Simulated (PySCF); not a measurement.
# MoH: mean field, correlation and small terms against distance

State: ⁶Σ⁺, sextet, unpaired electrons σ ↑, π ↑↑, δ ↑↑. ROHF-based CCSD(T) in PySCF 2.14 with Mo cc-pVTZ-PP with ECP28, H cc-pVTZ and Mo cc-pVQZ-PP with ECP28, H cc-pVQZ (frozen core orbitals: 4; scalar-relativistic core potentials). Correlation energies are extrapolated as n⁻³ (n = 3, 4), Hartree–Fock as (n+1)·exp(−9√n). CV is the change on freezing 0 orbitals instead, in Mo cc-pwCVTZ-PP with ECP28, H cc-pVTZ. All energies in eV from Mo (4d5 5s1) + H.

| R (Å) | HF/CBS | CCSD corr. | (T) | CV | total |
| --- | --- | --- | --- | --- | --- |
| 1.5232 | -0.640 | -1.391 | -0.0767 | -0.0540 | -2.161 |
| 1.5924 | -0.866 | -1.355 | -0.0741 | -0.0444 | -2.339 |
| 1.6616 | -0.996 | -1.322 | -0.0717 | -0.0352 | -2.425 |
| 1.7309 | -1.054 | -1.293 | -0.0695 | -0.0266 | -2.443 |
| 1.8001 | -1.056 | -1.268 | -0.0675 | -0.0183 | -2.409 |
| 1.8866 | -1.000 | -1.240 | -0.0653 | -0.0085 | -2.314 |
| 1.9732 | -0.899 | -1.218 | -0.0633 | 0.0009 | -2.179 |

A fit to the total gives Re = 1.7170 Å, De = 2.444 eV, ωe = 1759.4 cm⁻¹, Be = 5.732 cm⁻¹ (masses 97.9054 and 1.0078 u).

Task: At R = 1.7309 Å the CCSD correlation energy is -0.132591 hartree in the smaller basis and -0.139662 in the larger. Extrapolate it.

Result: (4³·E4 − 3³·E3)/(4³ − 3³) = -0.14482 hartree; the larger basis holds 96.4 % of it.

The T1 diagnostic is 0.042, large enough to doubt a single reference. The state was picked by a PBE0 search and need not be the measured ground state. Spin–orbit coupling, excitations beyond (T) and corrections to the Born–Oppenheimer picture are left out.
